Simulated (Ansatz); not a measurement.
One change: `N=C(O)Br` becomes `N=[C](O)[GeH2][NH2]`.

Ansatz, PBE0-D4/def2-TZVP geometries, multiplicity 1. Each molecule was computed in one conformer, which needn't be the lowest.

Scalar relativity is left out up to krypton.

| property | `N=C(O)Br` |
| --- | --- |
| LUMO energy (ωB97M-V/def2-TZVPP) / eV | 1.36 |
| LUMO energy (B3LYP/def2-TZVPP) / eV | -0.71 |
| HOMO energy (PBE/def2-TZVPP) / eV | -6.78 |
| HOMO–LUMO gap (B3LYP/def2-TZVPP) / eV | 7.27 |
| LUMO energy (PBE0/def2-TZVPP) / eV | -0.36 |
| HOMO–LUMO gap (ωB97M-V/def2-TZVPP) / eV | 11.82 |

(1) Give the same properties after the change, and the shifts. (An estimate is asked.)

Answers

(1) Computed: 
| property | `N=[C](O)[GeH2][NH2]` | shift |
| --- | --- | --- |
| LUMO energy (ωB97M-V/def2-TZVPP) / eV | 1.61 | 0.25 |
| LUMO energy (B3LYP/def2-TZVPP) / eV | -0.55 | 0.16 |
| HOMO energy (PBE/def2-TZVPP) / eV | -5.75 | 1.03 |
| HOMO–LUMO gap (B3LYP/def2-TZVPP) / eV | 6.39 | -0.88 |
| LUMO energy (PBE0/def2-TZVPP) / eV | -0.29 | 0.07 |
| HOMO–LUMO gap (ωB97M-V/def2-TZVPP) / eV | 11.07 | -0.75 |

With PBE0 the HOMO rises by 1.07 eV and the LUMO rises by 0.07 eV, so the gap narrows by about 1.00 eV. PBE moves the HOMO by 1.03 eV and ωB97M-V by 1.00 eV.

B3LYP here is the variant with VWN-RPA as its local correlation; programs differ in this.

Spin–orbit coupling is left out; it splits and shifts lone-pair levels of the heavy atoms by tenths of an eV.
